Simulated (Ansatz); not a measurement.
Geometry optimisation, Ansatz 0.2.0, RKS PBE0-D4/6-31G*.

Input:

```yaml
crystal:
  periodic: [false, false, false]
  atoms:
    - { symbol: Al, position_ang: [-0.025734, 0.598829, -0.464299] }
    - { symbol: H, position_ang: [0.057242, 0.146386, 2.257683] }
    - { symbol: Cl, position_ang: [1.677125, -0.564882, -0.828004] }
    - { symbol: "N", position_ang: [-1.596012, 0.062188, -1.035309] }
    - { symbol: H, position_ang: [-1.75308, -0.80917, -1.520565] }
    - { symbol: H, position_ang: [-2.454977, 0.581467, -0.924908] }
    - { symbol: F, position_ang: [0.145533, 2.077904, 0.294412] }
    - { symbol: H, position_ang: [0.112003, 0.805478, 1.997989] }
basis:
  gaussian: { orbitals: "6-31G*" }
hamiltonian:
  xc: pbe0
  dispersion: d4
relax:
  f_tol: 0.03
  max_steps: 50
```

Run as:

```bash
$ ansatz run input.yaml --threads 1 --pin off --max-ram 2048MiB --backend cpu --events-out ev --progress --plain --runs-dir out
```

Problem. Where does it end, and by what steps?

Solution. It converged. After 10 steps the energy has fallen by 0.064 eV; F7 moved furthest, 0.27 Å.

| step | energy less start (eV) | largest force component (eV/Å) | accepted |
| --- | --- | --- | --- |
| 0 | 0.0000 | 1.415 | yes |
| 1 | -0.0485 | 0.584 | yes |
| 2 | -0.0455 | 0.556 | no |
| 3 | -0.0539 | 0.531 | yes |
| 4 | -0.0581 | 0.392 | yes |
| 5 | -0.0613 | 0.162 | yes |
| 6 | -0.0628 | 0.057 | yes |
| 7 | -0.0638 | 0.095 | yes |
| 8 | -0.0641 | 0.062 | yes |
| 9 | -0.0635 | 0.052 | no |
| 10 | -0.0645 | 0.016 | yes |

```xyz
8
Properties=species:S:1:pos:R:3
Al -0.003 0.677 -0.482
H -0.022 -0.022 2.069
Cl 1.689 -0.530 -0.732
N -1.581 0.074 -0.965
H -1.739 -0.843 -1.358
H -2.440 0.602 -0.912
F 0.177 2.222 0.069
H 0.082 0.718 2.088
```

Whether the end is a true minimum wasn't checked by a vibrational analysis.

Time of the run: 37 s on 1 thread of Arm Neoverse V2, with other jobs on the host, peak memory 0.15 GiB.
